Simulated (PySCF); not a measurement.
C3H3BrClF. Atoms are numbered in the order given.

```xyz
9

C     -2.2300     0.3652     0.0000
C     -0.7702     0.0340     0.0000
Br     0.4217     1.5100     0.0000
C     -0.2962    -1.2203     0.0000
F     -1.1317    -2.2606     0.0000
Cl     1.3542    -1.7029     0.0000
H     -2.8336    -0.5524     0.0000
H     -2.4919     0.9625    -0.8882
H     -2.4919     0.9625     0.8882
```

Geometry optimised at B3LYP-D3(BJ)/def2-SVP. The structure was generated by enumeration; whether it is a known compound was not checked.

All values below come from PBE/pcSseg-1 (PySCF).

GIAO shieldings, no solvent; atoms alike by connectivity are averaged. δ = σ(ref) − σ: ¹³C against TMS (σ = 182.0 ppm); ¹⁹F against CFCl3 (σ = 133.6 ppm); ³⁵Cl against HCl (σ = 936.5 ppm); ¹H against TMS (σ = 31.49 ppm), references at their B3LYP-D3(BJ)/def2-TZVP geometries, non-relativistic (without spin–orbit terms, shifts of atoms bonded to Cl or Br come out too high).

Computed chemical shifts:
| nucleus | atoms | count | δ (ppm) |
|---|---|---|---|
| ¹³C | C4 | 1 | 158.9 |
| ¹³C | C2 | 1 | 125.5 |
| ¹³C | C1 | 1 | 26.0 |
| ¹⁹F | F5 | 1 | -88.9 |
| ³⁵Cl | Cl6 | 1 | 300.7 |
| ¹H | H7, H8, H9 | 3 | 2.50 |
